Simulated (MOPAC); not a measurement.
MOPAC input (AM1):

```
AM1 1SCF CHARGE=-1 GEO-OK AUX(PRECISION=9) THREADS=1
C3H9Ge

C     1.83031300 1   -0.38583300 1   -0.55097800 1
Ge    0.16365500 1    0.04964900 1    0.21422100 1
C    -1.04861900 1    1.55779700 1   -0.45115900 1
C    -1.11458400 1   -1.49659800 1    0.13990100 1
H     2.58236000 1    0.39320000 1   -0.38219900 1
H     1.74670000 1   -0.59371100 1   -1.62497400 1
H     0.28107800 1    0.41430700 1    1.74478900 1
H    -1.31001200 1    1.38079500 1   -1.49899300 1
H    -1.97408400 1    1.63870800 1    0.13102500 1
H    -0.51513400 1    2.51036200 1   -0.39399600 1
H    -0.67934300 1   -2.36267500 1    0.64105500 1
H    -2.07408000 1   -1.25576000 1    0.60591800 1
H    -1.29712100 1   -1.76619400 1   -0.90428100 1
```

Output:

```
 *******************************************************************************
 **                                                                           **
 **                              MOPAC v23.2.5                                **
 **                                                                           **
 *******************************************************************************
 ** MOPAC's Digital Object Identifier: https://doi.org/10.5281/zenodo.6511958 **
 **                                                                           **
 ** Please cite the open-source release paper for use of this MOPAC version:  **
 ** J. E. Moussa and J. J. P. Stewart (2026)                                  **
 ** MOPAC: An open-source semiempirical molecular orbital program             **
 ** J. Open Source Softw., 11(119), 8025, https://doi.org/10.21105/joss.08025 **
 *******************************************************************************

                              AM1 CALCULATION RESULTS

 *******************************************************************************
 *  AM1        - The AM1 Hamiltonian to be used
 *  GEO-OK     - OVERRIDE INTERATOMIC DISTANCE AND OTHER SAFETY CHECKS
 *
 *
 *
 *                 CHARGE ON SYSTEM = -1
 *
 *
 *
 *  1SCF       - DO 1 SCF AND THEN STOP
 *  AUX        - OUTPUT AUXILIARY INFORMATION
 *******************************************************************************
AM1 1SCF CHARGE=-1 GEO-OK AUX(PRECISION=9) THREADS=1
 C3H9Ge

   ATOM   CHEMICAL          X               Y               Z
  NUMBER   SYMBOL      (ANGSTROMS)     (ANGSTROMS)     (ANGSTROMS)

     1       C          1.83031300  *  -0.38583300  *  -0.55097800  *
     2      Ge          0.16365500  *   0.04964900  *   0.21422100  *
     3       C         -1.04861900  *   1.55779700  *  -0.45115900  *
     4       C         -1.11458400  *  -1.49659800  *   0.13990100  *
     5       H          2.58236000  *   0.39320000  *  -0.38219900  *
     6       H          1.74670000  *  -0.59371100  *  -1.62497400  *
     7       H          0.28107800  *   0.41430700  *   1.74478900  *
     8       H         -1.31001200  *   1.38079500  *  -1.49899300  *
     9       H         -1.97408400  *   1.63870800  *   0.13102500  *
    10       H         -0.51513400  *   2.51036200  *  -0.39399600  *
    11       H         -0.67934300  *  -2.36267500  *   0.64105500  *
    12       H         -2.07408000  *  -1.25576000  *   0.60591800  *
    13       H         -1.29712100  *  -1.76619400  *  -0.90428100  *

          CARTESIAN COORDINATES

    NO.       ATOM           X           Y           Z

     1         C          1.8303     -0.3858     -0.5510
     2        Ge          0.1637      0.0496      0.2142
     3         C         -1.0486      1.5578     -0.4512
     4         C         -1.1146     -1.4966      0.1399
     5         H          2.5824      0.3932     -0.3822
     6         H          1.7467     -0.5937     -1.6250
     7         H          0.2811      0.4143      1.7448
     8         H         -1.3100      1.3808     -1.4990
     9         H         -1.9741      1.6387      0.1310
    10         H         -0.5151      2.5104     -0.3940
    11         H         -0.6793     -2.3627      0.6411
    12         H         -2.0741     -1.2558      0.6059
    13         H         -1.2971     -1.7662     -0.9043

  H: (AM1): M.J.S. DEWAR ET AL, J. AM. CHEM. SOC. 107 3902-3909 (1985)
  C: (AM1): M.J.S. DEWAR ET AL, J. AM. CHEM. SOC. 107 3902-3909 (1985)
 Ge: (AM1): M.J.S.Dewar and C.Jie, Organometallics, 8, 1544, (1989)

           Empirical Formula: C3 H9 Ge  =    13 atoms

      MOLECULAR POINT GROUP   :   C1

      RHF CALCULATION, NO. OF DOUBLY OCCUPIED LEVELS = 13

 -------------------------------------------------------------------------------
 AM1 1SCF CHARGE=-1 GEO-OK AUX(PRECISION=9) THREADS=1
 C3H9Ge

     1SCF WAS SPECIFIED, SO BFGS WAS NOT USED
     SCF FIELD WAS ACHIEVED

                              AM1 CALCULATION
                                                       MOPAC v23.2.5 Linux

          FINAL HEAT OF FORMATION =         36.96778 KCAL/MOL =     154.67318 KJ/MOL

          COSMO AREA              =        131.28 SQUARE ANGSTROMS
          COSMO VOLUME            =        122.53 CUBIC ANGSTROMS

          IONIZATION POTENTIAL    =          1.178632 EV
          HOMO LUMO ENERGIES (EV) =         -1.179  5.985
          NO. OF FILLED LEVELS    =         13
          MOLECULAR WEIGHT        =        117.6941         POINT GROUP:  C1

          MOLECULAR DIMENSIONS (Angstroms)

            Atom       Atom       Distance
            H    12    H     5     5.03765
            H    11    H    10     4.58724
            H     6    H     7     3.27536

          SCF CALCULATIONS        =          1

   ATOM   CHEMICAL          X               Y               Z
  NUMBER   SYMBOL      (ANGSTROMS)     (ANGSTROMS)     (ANGSTROMS)

     1       C          1.83031300  *  -0.38583300  *  -0.55097800  *
     2      Ge          0.16365500  *   0.04964900  *   0.21422100  *
     3       C         -1.04861900  *   1.55779700  *  -0.45115900  *
     4       C         -1.11458400  *  -1.49659800  *   0.13990100  *
     5       H          2.58236000  *   0.39320000  *  -0.38219900  *
     6       H          1.74670000  *  -0.59371100  *  -1.62497400  *
     7       H          0.28107800  *   0.41430700  *   1.74478900  *
     8       H         -1.31001200  *   1.38079500  *  -1.49899300  *
     9       H         -1.97408400  *   1.63870800  *   0.13102500  *
    10       H         -0.51513400  *   2.51036200  *  -0.39399600  *
    11       H         -0.67934300  *  -2.36267500  *   0.64105500  *
    12       H         -2.07408000  *  -1.25576000  *   0.60591800  *
    13       H         -1.29712100  *  -1.76619400  *  -0.90428100  *

                             CARTESIAN COORDINATES

   1    C        1.830313000    -0.385833000    -0.550978000
   2   Ge        0.163655000     0.049649000     0.214221000
   3    C       -1.048619000     1.557797000    -0.451159000
   4    C       -1.114584000    -1.496598000     0.139901000
   5    H        2.582360000     0.393200000    -0.382199000
   6    H        1.746700000    -0.593711000    -1.624974000
   7    H        0.281078000     0.414307000     1.744789000
   8    H       -1.310012000     1.380795000    -1.498993000
   9    H       -1.974084000     1.638708000     0.131025000
  10    H       -0.515134000     2.510362000    -0.393996000
  11    H       -0.679343000    -2.362675000     0.641055000
  12    H       -2.074080000    -1.255760000     0.605918000
  13    H       -1.297121000    -1.766194000    -0.904281000

           Empirical Formula: C3 H9 Ge  =    13 atoms

      MOLECULAR POINT GROUP   :   C1

                  EIGENVALUES
 -25.30935 -22.90712 -19.49196  -9.30764  -9.20638  -8.87331  -8.82543  -7.70838
  -6.95868  -6.07946  -5.74233  -4.86731  -1.17863   5.98529   6.09610   7.23300
   8.60124   9.05691   9.07144   9.13626   9.19351   9.56132   9.67898  11.50315
  11.69015

              NET ATOMIC CHARGES AND DIPOLE CONTRIBUTIONS

  ATOM NO.   TYPE          CHARGE      No. of ELECS.   s-Pop       p-Pop
    1          C          -0.827934        4.8279     1.36751     3.46043
    2         Ge           0.807501        3.1925     0.77738     2.41511
    3          C          -0.492016        4.4920     1.27855     3.21346
    4          C          -0.465480        4.4655     1.26993     3.19555
    5          H           0.004592        0.9954     0.99541
    6          H           0.003321        0.9967     0.99668
    7          H          -0.245623        1.2456     1.24562
    8          H           0.034666        0.9653     0.96533
    9          H           0.032151        0.9678     0.96785
   10          H           0.033525        0.9665     0.96648
   11          H           0.048123        0.9519     0.95188
   12          H           0.029143        0.9709     0.97086
   13          H           0.038031        0.9620     0.96197
 DIPOLE           X         Y         Z       TOTAL
 POINT-CHG.    -3.022     0.747     1.600     3.501
 HYBRID        -1.377     0.896    -0.906     1.876
 SUM           -4.399     1.643     0.694     4.747

          ATOMIC ORBITAL ELECTRON POPULATIONS

     Atom    s        px        py        pz
    1  C   1.36751   0.96054   1.40592   1.09397
    2 Ge   0.77738   0.84627   0.71944   0.84940
    3  C   1.27855   1.06431   1.13517   1.01398
    4  C   1.26993   1.06535   1.14375   0.98645
    5  H   0.99541
    6  H   0.99668
    7  H   1.24562
    8  H   0.96533
    9  H   0.96785
   10  H   0.96648
   11  H   0.95188
   12  H   0.97086
   13  H   0.96197

 **********************
 *                    *
 * JOB ENDED NORMALLY *
 *                    *
 **********************

 == MOPAC DONE ==
```

The dipole moment of an ion depends on the origin.

The geometry given is a B3LYP-D3(BJ)/def2-TZVP minimum.
